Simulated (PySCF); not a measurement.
## C2H12N2OSi2: full NMR table

```
Formula                               : C2H12N2OSi2
SMILES                                : CC[Si](N)(N)O[SiH3]
Point group of the computed structure : C1
Degrees of unsaturation               : 0
Carbon signals                        : 2
Proton signals                        : 4
```

Numbering as in the mapped SMILES `[CH3:1][CH2:2][Si:3]([NH2:4])([NH2:5])[O:6][SiH3:7]` (H(Xn): hydrogen on atom n).

[PySCF 2.14: geometry from GFN2-xTB; shieldings: GIAO PBE0/pcSseg-1; rapidly exchanging positions averaged; no relativistic terms; single conformer; in vacuum]

Referencing at the same level of theory: ¹H, ¹³C, ²⁹Si vs TMS; ¹⁵N vs NH3; ¹⁷O against H2O.

```tsv
carbon	δC, type	δH (multiplicity)	HMBC from (2–3 bonds)	span of the C tensor (ppm)
C1	9.2, CH3	1.05 (t)	H(C2)	15
C2	10.7, CH2	0.57 (q)	H(C1)	13
```

Other nuclei:
```csv
atoms,nucleus,environment,δ (ppm),σ (ppm)
H(Si7),¹H,hydrogen on a silicon bonded to O,5.18,26.54
H(N4)/H(N5),¹H,hydrogen on a nitrogen bonded to Si,0.55,31.17
Si3,²⁹Si,"silicon bonded to C, 2 N, O",-28.0,377.2
Si7,²⁹Si,"silicon bonded to O, 3 H",-47.2,396.4
N4/N5,¹⁵N,"nitrogen bonded to Si, 2 H",28.8,238.9
O6,¹⁷O,oxygen bonded to 2 Si,42.0,294.1
```

- Carbon types of the structure: 1 × CH2, 1 × CH3, leaving 7 H on heteroatoms.
- δC 10.7: sp3 CH2 bonded to Si; an electropositive neighbour leaves it electron-rich and shielded.
- δC 9.2: methyl carbon; a saturated carbon with 1 carbon neighbour and no heteroatom attached.
- δH 5.18: hydrogen on a silicon bonded to O.
- δH 0.57: hydrogen on an sp3 CH2 bonded to Si; an electropositive neighbour shields it, as in TMS itself.
- δH 0.55: hydrogen on a nitrogen bonded to Si; exchangeable, gas-phase position.

The OH or NH signal is concentration- and solvent-dependent in practice; the value given is the gas-phase one. Shifts are as computed. Against solution values, carbons near 30 ppm lie about +3 ppm off and those near 130 ppm about +5 ppm. Of 1309 compounds with measured shifts, 239 miss one by over three times the rms of a fit or turn the order of signals round; such compounds aren't used in these exercises. Experimental scales use liquid or dissolved standards, which lie at an offset from isolated NH3 (liquid NH3: subtract about 20 ppm) and H2O (liquid H2O: subtract about 36 ppm). Multiplicities follow the n + 1 count of equivalent neighbours, as no J values were calculated; m marks all less simple cases, F and P coupling included.
